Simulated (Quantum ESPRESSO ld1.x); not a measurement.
Problem. The silver ion Ag3+, configuration [Kr] 4d7.75 5p0.25 (fractional occupations, a model configuration). All-electron calculation, Dirac Kohn-Sham, BLYP, spin-unpolarised, spherical densities, point nucleus; open shells fill j = l - 1/2 first. Program: ld1.x of Quantum ESPRESSO 7.5. Some entries of the table are withheld. Estimate them.

orbital  occ.  eigenvalue (hartree)  <1/r> (bohr^-1)  <r> (bohr)
1s1/2       2              -931.998            49.44     0.03111
2s1/2       2              -138.487            11.39      0.1345
2p1/2       2              -128.813            11.37      0.1141
2p3/2       4              -122.367            10.68      0.1192
3s1/2       2              -26.6134            3.983      0.3684
3p1/2       2              -22.7661            3.889         (1)
3p3/2       4              -21.6283            3.722         (2)
3d3/2       4              -14.8153              (3)         (4)
3d5/2       6              -14.5861              (5)         (6)
4s1/2       2              -4.96293              (7)      0.9041
4p1/2       2              -3.73970            1.418      0.9646
4p3/2       4              -3.54601            1.366      0.9937
4d3/2       4              -1.66534            1.077       1.235
4d5/2    3.75              -1.64034            1.064       1.249
5p1/2    0.25              -0.91878           0.4813       2.668
5p3/2       0              -0.89504           0.4688       2.732

Solution. 
(1) 3p1/2 <r> (bohr): 0.3600
(2) 3p3/2 <r> (bohr): 0.3710
(3) 3d3/2 <1/r> (bohr^-1): 3.558
(4) 3d3/2 <r> (bohr): 0.3437
(5) 3d5/2 <1/r> (bohr^-1): 3.515
(6) 3d5/2 <r> (bohr): 0.3472
(7) 4s1/2 <1/r> (bohr^-1): 1.535
